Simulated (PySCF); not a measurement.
Delta-SCF ions had no search for a lower state. Excitations are Tamm–Dancoff values on a coarser integration grid. The basis has no diffuse functions, so Rydberg states are missing or too high.

## H6OSi3, SMILES `O[SiH2][SiH]=[SiH2]` (H–O–Si–Si torsion 169°, O–Si–Si–Si torsion -23°) (charge 0, multiplicity 1)

These are r2SCAN-D4/def2-TZVP (PySCF 2.14.0) values and carry that method's errors.

```json
{
  "HOMO": "-5.31 eV",
  "dipole_moment": "1.43 D",
  "HOMO–LUMO gap": "2.73 eV",
  "LUMO": "-2.58 eV",
  "S1 excitation (TDA)": "4.03 eV",
  "S1 oscillator strength": "0.031",
  "brightest of the four lowest singlets (TDA)": "4.32 eV",
  "T1 excitation (TDA)": "1.62 eV",
  "S1–T1 gap (TDA)": "2.41 eV",
  "vertical ionisation energy (Delta-SCF)": "7.73 eV",
  "total_energy": "-947.2361 Ha",
  "cost": "about 9 core-minutes (a rough figure)"
}
```

```xyz
10

O     -1.6267    -0.5344     0.9946
Si    -1.3970     0.6519    -0.1337
Si     0.7318     0.2624    -0.9691
Si     2.1391    -0.8449     0.2203
H     -2.3900    -0.4511     1.5726
H     -1.5252     2.0065     0.4766
H     -2.4090     0.5849    -1.2266
H      1.2610     1.1736    -2.0157
H      3.5367    -1.0898    -0.2074
H      1.6792    -1.7591     1.2885
```
Charge 0, spin multiplicity 1.
